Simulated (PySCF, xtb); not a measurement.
C2H3AlF4O, SMILES C[O][Al]([F])[C](F)(F)F.

GFN2-xTB (xtb) at its own geometry gives an orbital gap of 3.85 eV and a dipole moment of 4.14 D.

Coordinates come from a PBE0-D3(BJ)/def2-SVP optimisation. Other conformers were not sampled.

Problem. What does PBE/def2-TZVP (PySCF) give? (The exact figures need the calculation; the answer reports its results.)

Solution. gap 5.63 eV (levels -7.31 and -1.68 eV), dipole 2.56 D.
